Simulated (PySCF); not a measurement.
Species: C2H13NSSi4.
Numbering: `[CH3:1][SiH2:2][S:3][Si@@H:4]1[NH:5][CH2:6][Si@@H:7]1[SiH3:8]`

Probes without a nucleus sit at each ring's centroid and 1 Å off its mean plane on both sides; NICS is minus the shielding there, NICSzz its component along the normal. Level: GIAO PBE0/pcSseg-1 (PySCF, non-relativistic, gas phase) on the GFN2-xTB geometry, one conformer.

Ring bond lengths (Å), with Mayer bond orders in brackets: Si4–N5 1.718 (0.99), N5–C6 1.456 (0.94), C6–Si7 1.937 (0.86), Si7–Si4 2.333 (0.84).

Task: What do the NICS probes read (ppm)?

Result: 
| ring | type | NICS(0) | NICS(1), two faces | NICS(1)zz, two faces | rms pucker (Å) | centre to ring atoms, mean (Å) |
| --- | --- | --- | --- | --- | --- | --- |
| Si4–N5–C6–Si7 | 4-membered ring with N and 2 Si; formal bonds all single | -3.2 | -0.8 / -1.4 | 2.1 / 3.2 | 0.08 | 1.30 |

Task: What can be read from them?

Result: 
- Si4–N5–C6–Si7: mean NICS(1)zz 2.6 ppm, near zero. Si4, C6, Si7 have four or more neighbours; no verdict on aromaticity is drawn.

Conformer computed: `[CH3:1][SiH2:2][S:3][Si@@H:4]1[NH:5][CH2:6][Si@@H:7]1[SiH3:8]`: C1–Si2–S3–Si4 177°, Si2–S3–Si4–N5 30°.
